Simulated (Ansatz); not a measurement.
Calculated with Ansatz (gas phase, PBE0-D4/def2-TZVP geometries, no zero-point term in ΔE). CCSD(T)/CBS is the MP2 limit (def2-TZVPP, def2-QZVPP) plus CCSD(T) − MP2 in def2-TZVPP, frozen cores. Functionals use def2-TZVPP. One conformer a species, not always the lowest.

Reaction (isomerisation): `B[SiH](O)OC` → `C[SiH](O)BO`

CCSD(T)/CBS gives -31.5 kcal/mol.

Q: Another level gave -31.2 kcal/mol. Which?
A. r2SCAN-D4/def2-TZVPP
B. CCSD(T)/def2-TZVPP
C. SCS-MP2/def2-TZVPP
D. PBE-D4/def2-TZVPP

A: B. CCSD(T)/def2-TZVPP -31.2, SCS-MP2/def2-TZVPP -30.0, r2SCAN-D4 -32.7, PBE-D4 -34.3 kcal/mol.

Largest T1 diagnostic among the species: 0.013.

In def2-TZVPP, CCSD(T) changes the Hartree–Fock value by −6.1 kcal/mol (the triples alone add −0.8 kcal/mol) and MP2 by −7.1 kcal/mol. From PBE to PBE0 (25 % exact exchange), in def2-TZVPP and without D4, ΔE moves by +1.0 kcal/mol.
